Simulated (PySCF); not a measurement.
## input.py for CaI

The script input.py:

```python
from pyscf import gto, scf, mp

mol = gto.M(
    atom='Ca 0 0 0; I 0 0 2.427',
    basis='x2c-svpall',
    charge=0,
    spin=1,
    verbose=4,
)
mf = scf.UHF(mol)
mf = mf.sfx2c1e()
field = -0.01  # electric field along z, atomic units
h = mf.get_hcore() + field*mol.intor('int1e_r')[2]
mf.get_hcore = lambda *args: h
e_nuc = mol.energy_nuc() - field*mol.atom_charges() @ mol.atom_coords()[:, 2]
mf.energy_nuc = lambda *args: e_nuc
mf.kernel()
mp.MP2(mf).kernel()
mf.dip_moment()
print('orbital energies (hartree):', [e[max(0, n-3):n+3].round(4) for e, n in zip(mf.mo_energy, mol.nelec)])
```

```bash
$ OMP_NUM_THREADS=1 python input.py
```

Output (some set-up lines and the per-cycle HOMO/LUMO lines with their warnings removed):

```
PySCF version 2.14.0

[INPUT] Symbol           X                Y                Z      unit          X                Y                Z       unit  Magmom
[INPUT]  1 Ca     0.000000000000   0.000000000000   0.000000000000 AA    0.000000000000   0.000000000000   0.000000000000 Bohr   0.0
[INPUT]  2 I      0.000000000000   0.000000000000   2.427000000000 AA    0.000000000000   0.000000000000   4.586365304319 Bohr   0.0

nuclear repulsion = 231.119836660569
number of shells = 6
number of NR pGTOs = 166
number of NR cGTOs = 60
basis = x2c-svpall
ecp = {}

******** <class 'pyscf.x2c.sfx2c1e.sfX2C1eUHF'> ********
method = sfX2C1eUHF
initial guess = minao
damping factor = 0
level_shift factor = 0
DIIS = <class 'pyscf.scf.diis.CDIIS'>
SCF conv_tol = 1e-09
SCF max_cycles = 50
number electrons alpha = 37  beta = 36

******** <class 'pyscf.x2c.sfx2c1e.SpinFreeX2CHelper'> ********
approx = 1e
xuncontract = 1
init E= -7791.87620858303

cycle= 1 E= -7791.63648033582  delta_E= 0.24  |g|= 0.156  |ddm|= 1.48
cycle= 2 E= -7791.66324427418  delta_E= -0.0268  |g|= 0.0587  |ddm|= 0.572
cycle= 3 E= -7791.66614851135  delta_E= -0.0029  |g|= 0.0153  |ddm|= 0.181
cycle= 4 E= -7791.66681669509  delta_E= -0.000668  |g|= 0.00464  |ddm|= 0.12
cycle= 5 E= -7791.66688717318  delta_E= -7.05e-05  |g|= 0.00146  |ddm|= 0.0433
cycle= 6 E= -7791.6668940304  delta_E= -6.86e-06  |g|= 0.000494  |ddm|= 0.0131
cycle= 7 E= -7791.66689530746  delta_E= -1.28e-06  |g|= 0.000258  |ddm|= 0.00497
cycle= 8 E= -7791.66689569365  delta_E= -3.86e-07  |g|= 0.000132  |ddm|= 0.00215
cycle= 9 E= -7791.66689585057  delta_E= -1.57e-07  |g|= 5.12e-05  |ddm|= 0.00151
cycle= 10 E= -7791.66689586997  delta_E= -1.94e-08  |g|= 1.95e-05  |ddm|= 0.00057
cycle= 11 E= -7791.66689587245  delta_E= -2.48e-09  |g|= 5.65e-06  |ddm|= 0.000207
cycle= 12 E= -7791.66689587259  delta_E= -1.39e-10  |g|= 1.88e-06  |ddm|= 3.71e-05
Extra cycle  E= -7791.66689587259  delta_E= -4.55e-12  |g|= 1.04e-06  |ddm|= 1.11e-05
converged SCF energy = -7791.66689587259  <S^2> = 0.75099088  2S+1 = 2.0009906

******** <class 'pyscf.mp.ump2.UMP2'> ********
nocc = (np.int64(37), np.int64(36)), nmo = (60, 60)
E(UMP2) = -7791.90074228084  E_corr = -0.233846408244839
E(SCS-UMP2) = -7791.88162081438  E_corr = -0.214724941789224
E_corr(same-spin) = -0.0760277862745191
E_corr(oppo-spin) = -0.15781862197032
Dipole moment(X, Y, Z, Debye):  0.00000, -0.00000, -5.68732
orbital energies (hartree): [array([-0.3934, -0.3934, -0.1996,  0.0674,  0.0674,  0.0775]), array([-0.4129, -0.3935, -0.3935,  0.0088,  0.1158,  0.1228])]
```

In short: E(SCF) = -7791.666896 Eh, 12 cycles, E(MP2) − E(SCF) = -0.23385 Eh, ⟨S²⟩ = 0.751, μz(SCF) = -5.69 D.

Run time: 2.6 s on 1 thread of Arm Neoverse V1 (shared host), peak memory 0.17 GiB.

The bond length is a typed value, not an optimised one. No search for the lowest solution was made.
